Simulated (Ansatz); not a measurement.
**Question.** Name a neutral molecule of C, O, S, Si and H with HOMO–LUMO gap (B3LYP/def2-TZVPP) between 5.85 and 6.15 eV and size of the dipole moment (B3LYP/def2-TZVPP) between 2.10 and 2.40 D (Ansatz, PBE0-D4/def2-TZVP geometry).

**Answer.** `OC1([SiH3])[SiH2]S1` (5.96 eV, 2.10 D). Other molecules can fit too; these were computed, each in one conformer that needn't be the lowest.

B3LYP here is the variant with VWN-RPA as its local correlation; programs differ in this.
